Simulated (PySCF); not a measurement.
Spectroscopy problems

No solvent model, relativity neglected, one computed conformer, equivalent nuclei averaged. Geometry from GFN2-xTB; shieldings: GIAO PBE0/pcSseg-1; PySCF 2.14.0 with density-fitted response routines.

Scale: TMS for ¹H (σ = 31.72 ppm), ¹³C (σ = 186.93 ppm) (reference shieldings calculated alike). Splittings of carbon signals by F and P are missing where no couplings were computed. Where no couplings were computed, multiplicities follow the n + 1 count of equivalent neighbours, and m marks all less simple cases (inequivalent or close neighbours, rings, F or P nearby). Shifts are as computed. Against solution values, carbons near 30 ppm lie about +3 ppm off and those near 130 ppm about +5 ppm. Of 1211 compounds with measured shifts, 218 miss one by over three times the rms of a fit or turn the order of signals round; such compounds aren't used in these exercises.

Question: C7H10NPSi. ¹H NMR (300 MHz, computed): δ 10.66 (m, 1H), 9.13 (m, 1H), 4.66 (s, 3H), 2.05 (m, 1H), 1.64 (m, 2H), 1.25 (m, 2H). ¹³C{¹H} NMR (computed): δ 210.7 (C), 193.7 (CH), 157.5 (CH), 128.1 (C), 27.7 (CH), 25.3 (CH2). Give a structure.

Answer: SMILES p1cncc([SiH3])c1C1CC1. 6 carbon signals for 7 carbons: some carbons are equivalent by symmetry or fast rotation. Carbon types of the structure: 2 × C, 3 × CH, 2 × CH2, leaving 3 H on heteroatoms. δC 210.7, 128.1: substituted aromatic carbon. δC 193.7, 157.5: aromatic CH next to a ring nitrogen; the adjacent pyridine-type nitrogen withdraws density from it. δC 27.7, 25.3: three-membered-ring carbon; carbons of three-membered rings are unusually shielded. δH 10.66, 9.13: hydrogen on an aromatic CH next to a ring nitrogen; ring current plus the neighbouring ring nitrogen.

The shifts were computed for this structure.

Question: C6H13FSi2. ¹H NMR (400 MHz, computed): δ 4.75 (m, 1H), 4.01 (s, 3H), 4.01 (m, 3H), 2.08 (s, 3H), 1.23 (s, 3H). ¹³C{¹H} NMR (computed): δ 98.0 (CH), 89.4 (C), 89.0 (C), 27.3 (C), 23.7 (CH3), 4.9 (CH3). What is it?

Answer: `CC#C[C@@](C)([SiH3])[C@@H](F)[SiH3]`. The formula gives 2 degrees of unsaturation (no ring in the answer). 6 carbon signals for 6 carbons: no two carbons are equivalent. Carbon types of the structure: 3 × C, 1 × CH, 2 × CH3, leaving 6 H on heteroatoms. δC 98.0: sp3 CH bonded to F and Si; pulled downfield by the heteroatom. δC 89.4, 89.0: alkyne carbon; sp carbons lie upfield of alkene carbons because the cylindrical π system leaves one tensor component strongly shielded. δC 23.7: methyl carbon; a saturated carbon with 1 carbon neighbour and no heteroatom attached. δC 4.9: propargylic methyl carbon; saturated and bonded to C and H only.

The data come from this structure; uniqueness wasn't tested.
